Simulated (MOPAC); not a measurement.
Input for MOPAC: AM1 on CH5GeN (SMILES [CH3][Ge][NH2]), a point of a bond scan (R = 1.473 Å).

```
AM1 1SCF PRECISE CHARGE=0 THREADS=1
CH5GeN

Ge    -0.21703830 1    -0.01007012 1     0.44524688 1
C      0.73026279 1     1.39571344 1    -0.65095540 1
H      0.27189586 1     2.74722250 1    -0.28617699 1
H      0.59421149 1     1.25013447 1    -1.72469069 1
H      1.80124161 1     1.34067309 1    -0.42974829 1
N     -0.03643845 1    -1.35482851 1    -0.78605328 1
H      0.40264891 1    -1.26537759 1    -1.69147724 1
H     -0.37011551 1    -2.29049868 1    -0.61312951 1
```

Output:

```
*******************************************************************************
 **                                                                           **
 **                              MOPAC v23.2.5                                **
 **                                                                           **
 *******************************************************************************
 ** MOPAC's Digital Object Identifier: https://doi.org/10.5281/zenodo.6511958 **
 **                                                                           **
 ** Please cite the open-source release paper for use of this MOPAC version:  **
 ** J. E. Moussa and J. J. P. Stewart (2026)                                  **
 ** MOPAC: An open-source semiempirical molecular orbital program             **
 ** J. Open Source Softw., 11(119), 8025, https://doi.org/10.21105/joss.08025 **
 *******************************************************************************

                              AM1 CALCULATION RESULTS

 *******************************************************************************
 *  AM1        - The AM1 Hamiltonian to be used
 *
 *
 *
 *                 CHARGE ON SYSTEM = 0
 *
 *
 *
 *  PRECISE    - TIGHTER CRITERIA TO BE USED
 *  1SCF       - DO 1 SCF AND THEN STOP
 *  THREADS=1  - MULTI-THREADING NOT USED
 *  T=         - A TIME OF 172800.0 SECONDS REQUESTED
 *  DUMP=N     - RESTART FILE WRITTEN EVERY 7200.0 SECONDS REQUESTED
 *******************************************************************************
AM1 1SCF PRECISE CHARGE=0 THREADS=1
 CH5GeN

   ATOM   CHEMICAL          X               Y               Z
  NUMBER   SYMBOL      (ANGSTROMS)     (ANGSTROMS)     (ANGSTROMS)

     1      Ge         -0.21703830  *  -0.01007012  *   0.44524688  *
     2       C          0.73026279  *   1.39571344  *  -0.65095540  *
     3       H          0.27189586  *   2.74722250  *  -0.28617699  *
     4       H          0.59421149  *   1.25013447  *  -1.72469069  *
     5       H          1.80124161  *   1.34067309  *  -0.42974829  *
     6       N         -0.03643845  *  -1.35482851  *  -0.78605328  *
     7       H          0.40264891  *  -1.26537759  *  -1.69147724  *
     8       H         -0.37011551  *  -2.29049868  *  -0.61312951  *



          CARTESIAN COORDINATES

    NO.       ATOM           X           Y           Z

     1        Ge         -0.2170     -0.0101      0.4452
     2         C          0.7303      1.3957     -0.6510
     3         H          0.2719      2.7472     -0.2862
     4         H          0.5942      1.2501     -1.7247
     5         H          1.8012      1.3407     -0.4297
     6         N         -0.0364     -1.3548     -0.7861
     7         H          0.4026     -1.2654     -1.6915
     8         H         -0.3701     -2.2905     -0.6131

  H: (AM1): M.J.S. DEWAR ET AL, J. AM. CHEM. SOC. 107 3902-3909 (1985)
  C: (AM1): M.J.S. DEWAR ET AL, J. AM. CHEM. SOC. 107 3902-3909 (1985)
  N: (AM1): M.J.S. DEWAR ET AL, J. AM. CHEM. SOC. 107 3902-3909 (1985)
 Ge: (AM1): M.J.S.Dewar and C.Jie, Organometallics, 8, 1544, (1989)

           Empirical Formula: C H5 N Ge  =     8 atoms



      MOLECULAR POINT GROUP   :   C1


      RHF CALCULATION, NO. OF DOUBLY OCCUPIED LEVELS = 9


 -------------------------------------------------------------------------------
 AM1 1SCF PRECISE CHARGE=0 THREADS=1
 CH5GeN



     1SCF WAS SPECIFIED, SO BFGS WAS NOT USED
     SCF FIELD WAS ACHIEVED


                              AM1 CALCULATION
                                                       MOPAC v23.2.5 Linux




          FINAL HEAT OF FORMATION =         50.23027 KCAL/MOL =     210.16344 KJ/MOL


          COSMO AREA              =        109.70 SQUARE ANGSTROMS
          COSMO VOLUME            =         97.58 CUBIC ANGSTROMS

          IONIZATION POTENTIAL    =          7.895656 EV
          HOMO LUMO ENERGIES (EV) =         -7.896 -0.552
          NO. OF FILLED LEVELS    =          9
          MOLECULAR WEIGHT        =        103.6472         POINT GROUP:  C1

          MOLECULAR DIMENSIONS (Angstroms)

            Atom       Atom       Distance
            H     8    H     3     5.08898
           Ge     1    H     4     2.34301
            H     5    H     3     1.61112


          SCF CALCULATIONS        =          1





   ATOM   CHEMICAL          X               Y               Z
  NUMBER   SYMBOL      (ANGSTROMS)     (ANGSTROMS)     (ANGSTROMS)

     1      Ge         -0.21703830  *  -0.01007012  *   0.44524688  *
     2       C          0.73026279  *   1.39571344  *  -0.65095540  *
     3       H          0.27189586  *   2.74722250  *  -0.28617699  *
     4       H          0.59421149  *   1.25013447  *  -1.72469069  *
     5       H          1.80124161  *   1.34067309  *  -0.42974829  *
     6       N         -0.03643845  *  -1.35482851  *  -0.78605328  *
     7       H          0.40264891  *  -1.26537759  *  -1.69147724  *
     8       H         -0.37011551  *  -2.29049868  *  -0.61312951  *

                             CARTESIAN COORDINATES

   1   Ge       -0.217038300    -0.010070120     0.445246880
   2    C        0.730262790     1.395713440    -0.650955400
   3    H        0.271895860     2.747222500    -0.286176990
   4    H        0.594211490     1.250134470    -1.724690690
   5    H        1.801241610     1.340673090    -0.429748290
   6    N       -0.036438450    -1.354828510    -0.786053280
   7    H        0.402648910    -1.265377590    -1.691477240
   8    H       -0.370115510    -2.290498680    -0.613129510


           Empirical Formula: C H5 N Ge  =     8 atoms



      MOLECULAR POINT GROUP   :   C1


                  EIGENVALUES
 -31.82029 -26.76839 -16.22349 -14.41176 -13.26645 -12.01456 -10.67950 -10.26189
  -7.89566  -0.55206   1.45572   2.40519   2.91481   4.82668   5.16374   5.32237
   6.20222


              NET ATOMIC CHARGES AND DIPOLE CONTRIBUTIONS

  ATOM NO.   TYPE          CHARGE      No. of ELECS.   s-Pop       p-Pop
    1         Ge           0.669337        3.3307     1.42965     1.90101
    2          C          -0.558871        4.5589     1.33043     3.22844
    3          H           0.066888        0.9331     0.93311
    4          H           0.069533        0.9305     0.93047
    5          H           0.069100        0.9309     0.93090
    6          N          -0.669856        5.6699     1.54858     4.12128
    7          H           0.178253        0.8217     0.82175
    8          H           0.175616        0.8244     0.82438
 DIPOLE           X         Y         Z       TOTAL
 POINT-CHG.    -1.625    -0.690     2.932     3.422
 HYBRID         2.214    -0.052    -4.617     5.121
 SUM            0.590    -0.742    -1.685     1.934


          ATOMIC ORBITAL ELECTRON POPULATIONS

     Atom    s        px        py        pz
    1 Ge   1.42965   0.41692   0.52349   0.96060
    2  C   1.33043   1.06753   1.09876   1.06215
    3  H   0.93311
    4  H   0.93047
    5  H   0.93090
    6  N   1.54858   1.63843   1.22151   1.26134
    7  H   0.82175
    8  H   0.82438

 **********************
 *                    *
 * JOB ENDED NORMALLY *
 *                    *
 **********************




 == MOPAC DONE ==
```

The run finished.

Cost: about 0.04 core-seconds (a rough figure).
